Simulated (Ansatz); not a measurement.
`F[CH]([SiH3])[AlH][SiH3]` + `[CH2]1[NH][AlH]1` → `[SiH3][N]1[CH2][AlH]1` + `F[CH]([AlH2])[SiH3]`  (cleavage of the Si–Al bond)

Calculated with Ansatz (gas phase, PBE0-D4/def2-TZVP geometries, no zero-point term in ΔE). CCSD(T)/CBS adds triple-zeta CCSD(T) − MP2 to the extrapolated MP2 energy (def2 sets, frozen cores). Functionals use def2-TZVPP. B3LYP here is the variant with VWN-RPA as its local correlation; programs differ in this. One conformer a species, not always the lowest.

```tsv
level	ΔE (kcal/mol)	difference from CCSD(T)/CBS
PBE-D4	-9.5	5.2
r2SCAN-D4	-13.2	1.5
PBE0-D4	-11.1	3.6
B3LYP-D4	-14.9	-0.2
ωB97X-V	-14.5	0.2
ωB97M-V	-15.8	-1.1
B2PLYP	-15.9	-1.2
PBE	-9.3	5.4
r2SCAN	-13.3	1.4
PBE0	-11.0	3.7
B3LYP	-14.5	0.2
HF/def2-TZVPP	-19.7	-5.0
MP2/def2-TZVPP	-17.5	-2.8
SCS-MP2/def2-TZVPP	-18.0	-3.3
CCSD/def2-TZVPP	-15.3	-0.6
CCSD(T)/def2-TZVPP	-14.8	-0.1
HF/def2-QZVPP	-20.1	-5.4
MP2/def2-QZVPP	-17.6	-2.9
SCS-MP2/def2-QZVPP	-18.1	-3.4
HF/CBS(def2)	-20.2	-5.5
MP2/CBS(def2)	-17.5	-2.8
CCSD/CBS(def2)	-15.2	-0.5
CCSD(T)/CBS	-14.7	0
```

Largest T1 diagnostic among the species: 0.015.

From PBE to PBE0 (25 % exact exchange), in def2-TZVPP and without D4, ΔE moves by −1.7 kcal/mol. In def2-TZVPP, CCSD(T) changes the Hartree–Fock value by +4.9 kcal/mol (the triples alone add +0.5 kcal/mol) and MP2 by +2.2 kcal/mol.
